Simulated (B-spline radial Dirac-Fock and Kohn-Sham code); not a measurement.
# X-ray scattering factor of La⁵⁰⁺

System: lanthanum as La⁵⁰⁺ in the configuration [He] 2s2 2p3.

Input of the calculation (task.json; shells as n, l, electrons):

```json
{"items": [{
  "Z": 57,
  "q": 50,
  "cfg": [[1, 0, 2], [2, 0, 2], [2, 1, 3]],
  "A": 139,
  "rrms": 4.855,
  "do": ["scatter"],
  "s": [0.0, 0.04, 0.05, 0.07, 0.08, 0.11, 0.14, 0.18, 0.23, 0.29, 0.37, 0.48, 0.61, 0.78, 1.0, 1.28, 1.64, 2.1, 2.69, 3.44, 4.4, 5.64, 7.22],
  "pz": [0, 0.1, 0.2, 0.3, 0.4, 0.5, 0.6, 0.8, 1.0, 1.2, 1.4, 1.6, 1.8, 2.0, 2.5, 3.0, 4.0, 5.0, 7.0, 10.0, 15.0, 20.0, 30.0, 40.0, 60.0, 100.0],
  "hv_scatter": [1000, 2000, 5000, 10000, 17479.3, 30000, 200000, 1000000]
}]}
```

Run with: `python xray_run.py task.json out`

Model: configuration-average Dirac-Fock orbitals. Program: a B-spline atomic structure program. f₀ is the Fourier transform of the spherical electron density, S the Waller-Hartree incoherent function, and s = sin θ/λ.

```
s (Å⁻¹)     f₀      S
      0  7.000  0.000
   0.04  6.999  0.001
   0.05  6.999  0.001
   0.07  6.998  0.003
   0.08  6.997  0.004
   0.11  6.995  0.007
   0.14  6.992  0.011
   0.18  6.987  0.018
   0.23  6.978  0.030
   0.29  6.965  0.047
   0.37  6.944  0.076
   0.48  6.906  0.127
   0.61  6.849  0.204
   0.78  6.755  0.329
      1  6.604  0.528
   1.28  6.369  0.833
   1.64  6.007  1.288
    2.1  5.479  1.922
   2.69  4.755  2.732
   3.44  3.869  3.629
    4.4  2.932  4.468
   5.64  2.122  5.123
   7.22  1.585  5.591
```

f₀ starts at the number of electrons, 7, and has fallen to half at s ≈ 3.82 Å⁻¹. The sum of ⟨r²⟩ over the electrons is 0.05600 bohr².
